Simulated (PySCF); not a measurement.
# Nuclear quadrupole coupling in `O=C(F)c1cc(F)co1`

Species: C5H2F2O2.
Z-matrix (Å and degrees, GFN2-xTB geometry), rows numbered from 1:
```
O 
C   1  1.1841
F   2  1.3588  1  120.20
C   2  1.4511  1  128.41  3  -179.98
C   4  1.3802  2  128.80  1    -0.05
C   5  1.4048  4  104.62  2   179.98
F   6  1.3280  5  126.51  4  -179.99
C   6  1.3727  5  107.47  4    -0.02
O   8  1.3287  6  109.61  5     0.02
H   5  1.0700  4  127.13  2     0.02
H   8  1.0720  6  131.71  5  -179.87
```

Field gradients from the PBE0/pcSseg-1 density (PySCF, non-relativistic), principal values in atomic units, ordered |Vxx| ≤ |Vyy| ≤ |Vzz|:

```json
{"atom": "O1", "Vxx": "0.5324", "Vyy": "0.9568", "Vzz": "-1.4893"}
{"atom": "O9", "Vxx": "-0.7266", "Vyy": "-0.7328", "Vzz": "1.4594"}
```

Find the asymmetry η = (Vxx − Vyy)/Vzz and the couplings χ = eQV/h (234.96 MHz × Q in barn × V in au), with Q(17O) = −0.0256 b.

```tsv
atom	environment	nucleus	η	χzz (MHz)	χxx (MHz)	χyy (MHz)
O1	carbonyl oxygen	17O	0.28	8.96	-3.20	-5.76
O9	furan-type oxygen	17O	0.00	-8.78	4.37	4.41
```

The gradient is axial or nearly so (η below 0.05) at O9. 

What is Vzz at O9 in SI units (1 au = 9.71736 × 10²¹ V/m²)?

1.4594 au = 14.182 × 10²¹ V/m².

And the gradient at the other heavy atoms, for which no coupling is worked out here?

```
atom                        environment  Vzz (au)     η
  C2                 acyl halide carbon    -0.454  0.25
  F3                      acyl fluorine     2.588  0.32
  C4        substituted aromatic carbon     0.327  0.40
  C5                 aromatic CH carbon     0.257  0.28
  C6                aromatic C–F carbon     0.369  0.85
  F7                      aryl fluorine     3.112  0.07
  C8  aromatic CH next to a ring oxygen    -0.298  0.91
```

What couplings would deuterons (Q(2H) = 0.00286 b) have in place of the hydrogens, at this geometry?

```json
{"atom": "H10", "bonded to": "C5", "bond length (Å)": "1.070", "Vzz (au)": "0.3448", "η": "0.04", "χzz (kHz)": "232"}
{"atom": "H11", "bonded to": "C8", "bond length (Å)": "1.072", "Vzz (au)": "0.3369", "η": "0.11", "χzz (kHz)": "226"}
```

Isolated species at its GFN2-xTB geometry (one conformer only). GFN2-xTB bond lengths can be off by several hundredths of an ångström, more for odd bonds, and the gradients follow them. These gradients aren't converged with respect to the basis.

The run behind these numbers computed NMR shieldings as well. The run took about 70 s of CPU time (with the writing of density and orbital grids) (one thread, shared machine).
